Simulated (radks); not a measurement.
Values are calculated unless marked as measured or tabulated.
La XIX, 39 electrons, occupied as [Kr] 4d1 5s2 (not the ground configuration). Code: a radial shooting solver on a logarithmic mesh with Libxc functionals. Model: scalar-relativistic Kohn-Sham, PBE, spin-unpolarised, spherical densities, point nucleus.

Radial electron density D(r) = 4 pi r^2 rho(r):

r (bohr),D(r) (e/bohr)
0.001013,2.655
0.001151,3.297
0.001319,4.142
0.001499,5.121
0.001717,6.395
0.001952,7.857
0.002236,9.739
0.002541,11.87
0.002911,14.57
0.003309,17.57
0.003791,21.29
0.004309,25.32
0.004936,30.18
0.00561,35.26
0.006428,41.14
0.007306,46.98
0.00837,53.32
0.009513,59.15
0.0109,64.84
0.01239,69.35
0.01419,72.86
0.01626,74.73
0.01848,74.84
0.02117,73.36
0.02406,70.90
0.02757,68.02
0.03133,66.10
0.0359,66.07
0.0408,68.76
0.04674,74.65
0.05312,82.24
0.06086,90.54
0.06917,96.19
0.07925,97.54
0.09007,93.53
0.1032,84.87
0.1173,75.72
0.1344,69.22
0.1527,68.86
0.175,74.15
0.1989,80.53
0.2278,82.78
0.261,76.11
0.2967,62.33
0.3399,45.05
0.3863,32.21
0.4426,25.41
0.503,23.87
0.5763,22.96
0.655,19.90
0.7504,14.57
0.8529,9.717
0.9771,6.250
1.111,4.343
1.272,2.851
1.446,1.625
1.657,0.6810
1.883,0.2202
2.157,0.04535
2.452,0.006875
2.809,0.0005773

D(r) has 3 maxima, at r = 0.0175, 0.0768, 0.222 bohr, and minima at 0.0337, 0.144 bohr, inside which lie 1.96, 11.05 electrons.
